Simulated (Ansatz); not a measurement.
One change: `O[B-]1(O)OC(C(F)(F)F)=CC(C(F)(F)F)=[O+]1` becomes `FC(F)(F)C1=CC(C(F)(F)F)=[O+][B-](Cl)(Cl)O1`.

Ansatz, PBE0-D4/def2-TZVP geometries, multiplicity 1. Each molecule was computed in one conformer, which needn't be the lowest.

| property | `O[B-]1(O)OC(C(F)(F)F)=CC(C(F)(F)F)=[O+]1` |
| --- | --- |
| HOMO–LUMO gap (PBE0/def2-TZVPP) / eV | 5.27 |
| HOMO energy (PBE0/def2-TZVPP) / eV | -8.68 |
| size of the dipole moment (B3LYP/def2-TZVPP) / D | 1.90 |
| LUMO energy (PBE0/def2-TZVPP) / eV | -3.41 |
| HOMO energy (B3LYP/def2-TZVPP) / eV | -8.49 |
| LUMO energy (ωB97M-V/def2-TZVPP) / eV | -1.29 |

**Question.** What does the change do to each property? (An estimate is asked.)

**Answer.** The calculation gave: 
| property | `FC(F)(F)C1=CC(C(F)(F)F)=[O+][B-](Cl)(Cl)O1` | shift |
| --- | --- | --- |
| HOMO–LUMO gap (PBE0/def2-TZVPP) / eV | 4.38 | -0.89 |
| HOMO energy (PBE0/def2-TZVPP) / eV | -8.48 | 0.20 |
| size of the dipole moment (B3LYP/def2-TZVPP) / D | 4.42 | 2.52 |
| LUMO energy (PBE0/def2-TZVPP) / eV | -4.11 | -0.70 |
| HOMO energy (B3LYP/def2-TZVPP) / eV | -8.21 | 0.28 |
| LUMO energy (ωB97M-V/def2-TZVPP) / eV | -1.99 | -0.70 |

With PBE0 the HOMO rises by 0.20 eV and the LUMO falls by 0.70 eV, so the gap narrows by about 0.90 eV. PBE moves the HOMO by 0.04 eV and ωB97M-V by 0.11 eV. Dipoles are sizes alone; their direction can turn.

B3LYP here is the variant with VWN-RPA as its local correlation; programs differ in this.
